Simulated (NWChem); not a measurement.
System: C3H4BF2N; SMILES C(N)=C=CB(F)F

Parts of the log:

```
             Northwest Computational Chemistry Package (NWChem) 7.3.0
             --------------------------------------------------------

                             Geometry "geometry" -> ""
                             -------------------------

 Output coordinates in angstroms (scale by  1.889725989 to convert to a.u.)

  No.       Tag          Charge          X              Y              Z
 ---- ---------------- ---------- -------------- -------------- --------------
    1 N                    7.0000     0.25291200    -3.07825800    -0.50037300
    2 C                    6.0000    -0.05352600    -2.10568700     0.44599800
    3 C                    6.0000    -0.49735600    -0.88484200     0.23735400
    4 C                    6.0000    -0.94771000     0.34232400     0.05239600
    5 B                    5.0000     0.00800100     1.55746800    -0.00373600
    6 F                    9.0000    -0.45614000     2.78329200    -0.19150300
    7 F                    9.0000     1.31759800     1.43603200     0.12726000
    8 H                    1.0000     0.36558800    -2.72666900    -1.44484000
    9 H                    1.0000     1.03031500    -3.67333700    -0.23666900
   10 H                    1.0000     0.03011300    -2.43378200     1.49024100
   11 H                    1.0000    -2.02885900     0.51014300    -0.06678400

 Effective nuclear repulsion energy (a.u.)     253.5850079139

                              NWChem Property Module
                              ----------------------

  itol2e modified to match energy
  convergence criterion.

                                 NWChem DFT Module
                                 -----------------

 Summary of "ao basis" -> "ao basis" (spherical)
 ------------------------------------------------------------------------------
       Tag                 Description            Shells   Functions and Types
 ---------------- ------------------------------  ------  ---------------------
 N                           6-31g*                  6       14   3s2p1d
 C                           6-31g*                  6       14   3s2p1d
 B                           6-31g*                  6       14   3s2p1d
 F                           6-31g*                  6       14   3s2p1d
 H                           6-31g*                  2        2   2s

  itol2e modified to match energy
  convergence criterion.

            General Information
            -------------------
          SCF calculation type: DFT
          Wavefunction type:  closed shell.
          No. of atoms     :    11
          No. of electrons :    52
           Alpha electrons :    26
            Beta electrons :    26
          Charge           :     0
          Spin multiplicity:     1
          Use of symmetry is: off; symmetry adaption is: off
          Maximum number of iterations: 150
          AO basis - number of functions:   106
                     number of shells:    50
          Convergence on energy requested:  1.00D-07
          Convergence on density requested:  1.00D-05
          Convergence on gradient requested:  5.00D-04

              XC Information
              --------------
                         B3LYP Method XC Potential
                     Hartree-Fock (Exact) Exchange  0.200
                        Slater Exchange Functional  0.800 local
                    Becke 1988 Exchange Functional  0.720 non-local
              Lee-Yang-Parr Correlation Functional  0.810
                  VWN I RPA Correlation Functional  0.190 local

             Grid Information
             ----------------
          Grid used for XC integration:  fine
          Radial quadrature: Mura-Knowles
          Angular quadrature: Lebedev.
          Tag              B.-S. Rad. Rad. Pts. Rad. Cut. Ang. Pts.
          ---              ---------- --------- --------- ---------
          N                   0.65       70          12.0       590
          C                   0.70       70          11.0       590
          B                   0.85       70          12.0       590
          F                   0.50       70          13.0       590
          H                   0.35       60          13.0       590
          Grid pruning is: on
          Number of quadrature shells:   730
          Spatial weights used:  Erf1

      Superposition of Atomic Density Guess
      -------------------------------------

 Sum of atomic energies:        -392.53818339

      Non-variational initial energy
      ------------------------------

 Total energy =    -395.774300
 1-e energy   =   -1041.759099
 2-e energy   =     392.399791
 HOMO         =      -0.213800
 LUMO         =      -0.019859

   convergence    iter        energy       DeltaE   RMS-Dens  Diis-err
 ---------------- ----- ----------------- --------- --------- ---------
 d= 0,ls=0.0,diis     1   -395.9603611089 -6.50D+02  1.41D-02  9.53D-01
 d= 0,ls=0.0,diis     2   -395.9750243788 -1.47D-02  6.03D-03  1.12D+00
 d= 0,ls=0.0,diis     3   -396.0660680237 -9.10D-02  1.67D-03  5.83D-02
 d= 0,ls=0.0,diis     4   -396.0700050245 -3.94D-03  7.41D-04  7.15D-03
 d= 0,ls=0.0,diis     5   -396.0707467674 -7.42D-04  2.77D-04  1.28D-03
  Resetting Diis
 d= 0,ls=0.0,diis     6   -396.0709230209 -1.76D-04  4.51D-05  1.85D-05
 d= 0,ls=0.0,diis     7   -396.0709254659 -2.44D-06  2.21D-05  2.60D-06
 d= 0,ls=0.0,diis     8   -396.0709250074  4.58D-07  1.52D-05  6.75D-06
 d= 0,ls=0.0,diis     9   -396.0709257304 -7.23D-07  2.33D-06  7.77D-08
 d= 0,ls=0.0,diis    10   -396.0709257404 -1.01D-08  4.91D-07  5.03D-09

         Total DFT energy =     -396.070925740431
      One electron energy =    -1046.486305447779
           Coulomb energy =      446.615602877865
    Exchange-Corr. energy =      -49.785231084385
 Nuclear repulsion energy =      253.585007913868

 Numeric. integr. density =       52.000002043585

                       DFT Final Molecular Orbital Analysis
                       ------------------------------------

[...]

          -----------------------------------------
          Chemical Shielding Tensors (GIAO, in ppm)
          -----------------------------------------

                                NWChem CPHF Module
                                ------------------

  scftype          =     RHF
  nclosed          =       26
  nopen            =        0
  variables        =     2080
  # of vectors     =        3
  tolerance        = 0.10D-03
  level shift      = 0.00D+00
  max iterations   =       50
  max subspace     =       30

 SCF residual:    1.8548466869822207E-005

Iterative solution of linear equations
  No. of variables     2080
  No. of equations        3
  Maximum subspace       30
        Iterations       50
       Convergence  1.0D-04

   iter   nsub   residual    time
   ----  ------  --------  ---------
     1      3    5.20D-01      37.9
     2      6    6.22D-02      41.3
     3      9    2.60D-03      44.7
     4     12    1.87D-04      48.1
     5     15    9.38D-06      51.6

      Atom:    1  N
        Diamagnetic
    313.0548    -10.8152     -3.5709
    -10.8152    321.6335      5.7219
     -3.5709      5.7219    327.1935

        Paramagnetic
    -95.3871     -5.6257     10.4265
     -5.6257    -90.7291    -15.4663
     10.4265    -15.4663   -100.2799

        Total Shielding Tensor
    217.6677    -16.4408      6.8556
    -16.4408    230.9045     -9.7444
      6.8556     -9.7444    226.9136

           isotropic =     225.1619
          anisotropy =      35.1027

          Principal Components and Axis System
                 1           2           3
              248.5637    220.3621    206.5599

      1        -0.4925     -0.2579      0.8312
      2         0.7246      0.4075      0.5558
      3        -0.4821      0.8760     -0.0139

      Atom:    2  C
        Diamagnetic
    258.2847     -5.2654     -2.8634
     -5.2654    267.5312      7.9889
     -2.8634      7.9889    276.8885

        Paramagnetic
   -110.8324     22.9362      0.4702
     22.9362   -155.5023      0.3829
      0.4702      0.3829   -255.3440

        Total Shielding Tensor
    147.4522     17.6709     -2.3932
     17.6709    112.0289      8.3718
     -2.3932      8.3718     21.5444

           isotropic =      93.6752
          anisotropy =      91.6381

          Principal Components and Axis System
                 1           2           3
              154.7672    105.6114     20.6470

      1         0.9236     -0.3820      0.0323
      2         0.3833      0.9185     -0.0974
      3         0.0075      0.1023      0.9947

      Atom:    3  C
        Diamagnetic
    225.3316    -24.2039      4.0253
    -24.2039    276.2372     -9.8255
      4.0253     -9.8255    218.7496

        Paramagnetic
   -280.1401     34.6417    -13.1403
     34.6417   -352.0273     14.3960
    -13.1403     14.3960   -185.0146

        Total Shielding Tensor
    -54.8084     10.4378     -9.1150
     10.4378    -75.7901      4.5704
     -9.1150      4.5704     33.7351

           isotropic =     -32.2878
          anisotropy =     -72.5037

          Principal Components and Axis System
                 1           2           3
              -80.6237    -51.0149     34.7751

      1        -0.3945      0.9137     -0.0975
      2         0.9164      0.3991      0.0319
      3        -0.0681      0.0767      0.9947

      Atom:    4  C
        Diamagnetic
    276.7653      4.4379      1.5529
      4.4379    271.5551     -2.1484
      1.5529     -2.1484    257.9688

        Paramagnetic
   -234.7228    -15.7561    -13.0629
    -15.7561   -166.4421     10.8900
    -13.0629     10.8900    -86.1715

        Total Shielding Tensor
     42.0425    -11.3181    -11.5100
    -11.3181    105.1131      8.7416
    -11.5100      8.7416    171.7973

           isotropic =     106.3176
          anisotropy =     101.8073

          Principal Components and Axis System
                 1           2           3
              174.1891    105.4311     39.3326

      1        -0.0979     -0.1465      0.9844
      2         0.1407      0.9771      0.1594
      3         0.9852     -0.1541      0.0750

      Atom:    5  B
        Diamagnetic
    205.2342      1.3667      1.6051
      1.3667    207.5457     -2.3464
      1.6051     -2.3464    186.3617

        Paramagnetic
   -118.9628      6.2719     -2.6584
      6.2719   -113.1990      2.7426
     -2.6584      2.7426    -92.6853

        Total Shielding Tensor
     86.2714      7.6386     -1.0533
      7.6386     94.3467      0.3962
     -1.0533      0.3962     93.6764

           isotropic =      91.4315
          anisotropy =      11.2885

          Principal Components and Axis System
                 1           2           3
               98.9571     93.7695     81.5678

      1         0.5178     -0.0577      0.8535
      2         0.8546      0.0806     -0.5130
      3        -0.0392      0.9951      0.0910

      Atom:    6  F
        Diamagnetic
    464.8073     -9.2702      1.4158
     -9.2702    485.8789     -3.6668
      1.4158     -3.6668    462.0084

        Paramagnetic
   -336.7170    -22.0721    -19.4259
    -22.0721   -177.9850      9.5415
    -19.4259      9.5415    -82.7829

        Total Shielding Tensor
    128.0903    -31.3423    -18.0101
    -31.3423    307.8939      5.8747
    -18.0101      5.8747    379.2254

           isotropic =     271.7366
          anisotropy =     164.5671

          Principal Components and Axis System
                 1           2           3
              381.4480    312.0728    121.6889

      1        -0.0846     -0.1545      0.9844
      2         0.1151      0.9798      0.1636
      3         0.9897     -0.1271      0.0651

      Atom:    7  F
        Diamagnetic
    489.0567     -2.1851      2.8571
     -2.1851    462.6859     -0.1941
      2.8571     -0.1941    461.5113

        Paramagnetic
   -174.9503     20.0168    -11.0687
     20.0168   -329.7074     31.5841
    -11.0687     31.5841    -78.2685

        Total Shielding Tensor
    314.1064     17.8317     -8.2116
     17.8317    132.9785     31.3900
     -8.2116     31.3900    383.2428

           isotropic =     276.7759
          anisotropy =     166.2554

          Principal Components and Axis System
                 1           2           3
              387.6129    315.4868    127.2281

      1        -0.0824      0.9916     -0.0997
      2         0.1162      0.1089      0.9872
      3         0.9898      0.0697     -0.1242

      Atom:    8  H
        Diamagnetic
     22.0944     -1.3392     -3.1300
     -1.3392     26.6817     -3.0157
     -3.1300     -3.0157     42.0788

        Paramagnetic
      3.7471     -0.7183      2.3430
     -0.7183      3.4362      0.6270
      2.3430      0.6270     -4.3131

        Total Shielding Tensor
     25.8415     -2.0575     -0.7870
     -2.0575     30.1179     -2.3887
     -0.7870     -2.3887     37.7657

           isotropic =      31.2417
          anisotropy =      10.8176

          Principal Components and Axis System
                 1           2           3
               38.4534     30.4723     24.7994

      1        -0.0157     -0.4279      0.9037
      2        -0.2719      0.8716      0.4080
      3         0.9622      0.2393      0.1300

      Atom:    9  H
        Diamagnetic
     33.1570    -11.2740      2.3686
    -11.2740     31.9663     -1.1799
      2.3686     -1.1799     24.6994

        Paramagnetic
     -0.9346      3.5069     -0.7990
      3.5069      0.8302      0.0698
     -0.7990      0.0698      3.8178

        Total Shielding Tensor
     32.2225     -7.7672      1.5696
     -7.7672     32.7965     -1.1101
      1.5696     -1.1101     28.5172

           isotropic =      31.1787
          anisotropy =      14.0987

          Principal Components and Axis System
                 1           2           3
               40.5779     28.2574     24.7009

      1        -0.6881     -0.0348      0.7248
      2         0.7089      0.1809      0.6817
      3        -0.1548      0.9829     -0.0998

      Atom:   10  H
        Diamagnetic
     22.2396     -1.8167      0.8063
     -1.8167     27.4653     -3.9182
      0.8063     -3.9182     42.5693

        Paramagnetic
      1.8749      1.2675     -2.2332
      1.2675     -0.6074      6.2227
     -2.2332      6.2227    -15.2776

        Total Shielding Tensor
     24.1145     -0.5493     -1.4269
     -0.5493     26.8579      2.3045
     -1.4269      2.3045     27.2917

           isotropic =      26.0880
          anisotropy =       5.4982

          Principal Components and Axis System
                 1           2           3
               29.7535     24.9900     23.5206

      1        -0.2474      0.3801      0.8912
      2         0.6317      0.7608     -0.1491
      3         0.7347     -0.5261      0.4283

      Atom:   11  H
        Diamagnetic
     43.9091     -1.6839      2.1924
     -1.6839     27.5822     -0.7578
      2.1924     -0.7578     22.0697

        Paramagnetic
    -16.1416      1.7105     -2.0124
      1.7105      0.3556      0.5345
     -2.0124      0.5345      2.4548

        Total Shielding Tensor
     27.7676      0.0266      0.1800
      0.0266     27.9378     -0.2233
      0.1800     -0.2233     24.5245

           isotropic =      26.7433
          anisotropy =       1.8155

          Principal Components and Axis System
                 1           2           3
               27.9536     27.7764     24.4999

      1         0.0839      0.9949     -0.0554
      2         0.9946     -0.0803      0.0651
      3        -0.0604      0.0606      0.9963
```

Level: B3LYP/6-31G* (spherical d), GIAO. Geometry: optimised at PBE0/def2-SVP. The printed shielding anisotropy is the first printed principal value minus the mean of the other two.

Q: Write an input that gives this output.

A: One answer among several that fit: the input that was run:
```
start job
memory heap 200 mb stack 900 mb global 1100 mb
geometry units angstroms noautosym nocenter noautoz
  N      0.252912    -3.078258    -0.500373
  C     -0.053526    -2.105687     0.445998
  C     -0.497356    -0.884842     0.237354
  C     -0.947710     0.342324     0.052396
  B      0.008001     1.557468    -0.003736
  F     -0.456140     2.783292    -0.191503
  F      1.317598     1.436032     0.127260
  H      0.365588    -2.726669    -1.444840
  H      1.030315    -3.673337    -0.236669
  H      0.030113    -2.433782     1.490241
  H     -2.028859     0.510143    -0.066784
end
basis spherical
  * library 6-31g*
end
dft
  xc b3lyp
  iterations 150
end
property
  shielding
end
task dft property
```
